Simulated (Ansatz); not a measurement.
Species: C₂H₁₁NSi₂, charge 0, multiplicity 1. SMILES: C[SiH](C)N[SiH3]
Structure (B3LYP-D3(BJ)/def2-TZVP (Ansatz, a program for electronic structure) minimum search):
```xyz
16

Si    -0.8459    -0.0418    -0.6036
C     -1.9028     1.5025    -0.5686
C     -1.2846    -1.2034     0.7954
N      0.8361     0.3655    -0.4473
Si     2.0253    -0.2735     0.6297
H     -1.0931    -0.7284    -1.9017
H     -2.9581     1.2571    -0.7111
H     -1.6159     2.1951    -1.3636
H     -1.7987     2.0250     0.3849
H     -2.3316    -1.5046     0.7178
H     -0.6788    -2.1117     0.7731
H     -1.1453    -0.7264     1.7679
H      1.1956     1.0267    -1.1215
H      2.2239    -1.7351     0.4591
H      3.3062     0.4178     0.3505
H      1.6568    -0.0550     2.0501
```

Atomisation energy built up term by term with Ansatz (kcal/mol; UHF references for open shells; valence terms freeze the core; atomic spin-orbit terms are left out). CBS(X,Y): correlation extrapolated as X^-3; Hartree-Fock from the larger set.

```tsv
term	basis	kcal/mol
Hartree-Fock	cc-pV(Q+d)Z	1021.39
CCSD correlation	CBS(cc-pV(T+d)Z,cc-pV(Q+d)Z)	317.21
(T)	CBS(cc-pV(T+d)Z,cc-pV(Q+d)Z)	15.38
core correlation	cc-pwCVTZ	2.97
scalar relativity (X2C)	cc-pVTZ-DK against cc-pVTZ	-2.11
sum: De		1354.8
```

(T) makes 1.1 % of the CCSD(T) atomisation energy; under 5 % is typical of single-reference molecules.
